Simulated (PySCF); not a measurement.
# A small calculation by hand: chemical shift, span and skew from a shielding tensor

C2H2O3Si, SMILES O=C1OC(=O)[SiH2]1. Atoms are numbered in the order given.

```xyz
8

O      2.2390     0.0000     0.6538
C      1.1159     0.0000     0.2643
O      0.0000     0.0000     1.1411
C     -1.1159     0.0000     0.2643
O     -2.2390     0.0000     0.6538
Si     0.0000     0.0000    -1.3198
H      0.0000    -1.2319    -2.1419
H      0.0000     1.2319    -2.1419
```
Charge 0, spin multiplicity 1.

The structure is a stationary point at TPSSh-D3(BJ)/def2-SVP.

GIAO shieldings from HF/pcSseg-1 (PySCF), non-relativistic, no solvent. The symmetric part of the tensor of Si6 has the principal values 357.7, 376.5, 507.3 ppm. The same nucleus in TMS has σ = 393.8 ppm at this level (PySCF, at its B3LYP-D3(BJ)/def2-TZVP geometry).

Work out the isotropic shielding, the ²⁹Si shift against TMS, the span and the skew.


σ(iso) = (σ11 + σ22 + σ33)/3 = 413.8 ppm. δ = σ(ref) − σ(iso) = 393.8 − (413.8) = -20.0 ppm.
Span Ω = σ33 − σ11 = 149.6 ppm. Skew κ = 3(σ(iso) − σ22)/Ω = 0.75. Tumbling in solution averages the tensor to δ; in a static solid the shielding alone would spread this spin-1/2 line over Ω.
